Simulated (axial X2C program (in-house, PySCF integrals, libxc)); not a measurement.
**Correcting the dissociation energy of ScSe⁺ for spin–orbit coupling**

A spin-free PBE0 curve (one-electron X2C) was computed with an in-house all-electron X2C program for linear molecules (integrals from PySCF), basis Se dyall-cv3z [8s9p6d4f1g], Sc dyall-cv3z [10s11p7d5f2g] (cores contracted in-house), for the state M_S = 0, Λ = 0 (closed shell). It gives D0 = 4.095 eV to Se + Sc+, which in a spin-free picture are the weighted means of the ground terms.

Measured levels of the ground terms (NIST Handbook of Basic Atomic Spectroscopic Data), in cm⁻¹: Se 3P: J = 2 at 0, J = 1 at 1989.5, J = 0 at 2534.4; Sc+ 3D: J = 1 at 0, J = 2 at 67.7, J = 3 at 177.8.

The molecular state has Λ = 0, so it has no first-order lowering.

(1) How far does each ground level lie under the (2J+1)-weighted mean of its term?

(2) Correct D0.

Second-order spin–orbit effects in the molecule, which grow quickly with Z, are left out. The state is a single determinant with fixed occupations, the lowest that a limited PBE0 search found. De is counted from the lowest determinant-based energies of the atoms at the same level, without counterpoise correction.

Results:

(1) Se: (5 × 0 + 3 × 1989.5 + 1 × 2534.4)/9 = 945 cm⁻¹; Sc+: (3 × 0 + 5 × 67.7 + 7 × 177.8)/15 = 106 cm⁻¹.

(2) D0 = 4.095 + (0 − 1051)/8065.5 = 3.965 eV at PBE0 with these spin–orbit terms.
